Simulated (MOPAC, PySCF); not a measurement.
C4H9B, SMILES `C(B)=C(C)C`, neutral singlet in the gas phase. 

Cartesian coordinates (Å):
SMILES: BC=C(C)C
```xyz
14

B      2.3007    -0.0791    -0.0768
C      0.9328    -0.7617    -0.1371
C     -0.2696    -0.1641     0.0055
C     -1.5466    -0.9467    -0.0761
C     -0.4738     1.2988     0.2562
H      2.4216     1.0899     0.1132
H      3.2898    -0.7269    -0.2241
H      0.8962    -1.8347    -0.3142
H     -1.3660    -2.0013    -0.2727
H     -2.1062    -0.8513     0.8584
H     -2.1878    -0.5429    -0.8641
H     -1.0891     1.7258    -0.5401
H      0.4574     1.8516     0.3175
H     -1.0316     1.4376     1.1861
```
Charge 0, multiplicity 1.

All levels are single points at this geometry (M06-2X/def2-TZVP); Pople sets use spherical d functions. Orbital energies aren't observables, and empty levels follow the basis.

PM7 in MOPAC gives dipole (D) = 2.14.

Task: Estimate the dipole (D) from each of these levels: M06-2X/def2-TZVP in PySCF; PBE-D3(BJ)/def2-TZVP in PySCF; B3LYP/6-311+G** in PySCF; M06-2X/6-31G* in PySCF; HF/3-21G in PySCF.

Result: 
```csv
level,dipole (D)
M06-2X/def2-TZVP in PySCF,2.11
PBE-D3(BJ)/def2-TZVP in PySCF,2.49
B3LYP/6-311+G** in PySCF,2.34
M06-2X/6-31G* in PySCF,2.09
HF/3-21G in PySCF,2.22
```
